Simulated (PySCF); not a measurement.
# Cr: ionisation energy

Cr [Ar] 3d5 4s1 (7S) → Cr⁺ [Ar] 3d5 (6S), as a difference of total energies. Calculation: PySCF 2.14, in pcseg-2 (6s4p3d2f1g, 56 functions); the non-relativistic Hamiltonian (point nucleus). Correlated levels: valence: [Ar] frozen. The calculations carry no spin-orbit coupling.

**Question.** Order these methods by the ionisation energy they give, lowest first.
A. M06-2X
B. MP2 (valence)
C. M06-L
D. SCS-MP2 (valence)

**Answer.** D (6.071 eV), B (6.366 eV), A (6.474 eV), C (6.701 eV).

These non-relativistic numbers lack the scalar-relativistic shift.

Errors of the correlated levels include the incompleteness of this basis and the frozen core.

For comparison: 6.767 eV (measured; NIST Atomic Spectra Database, ionization energies).
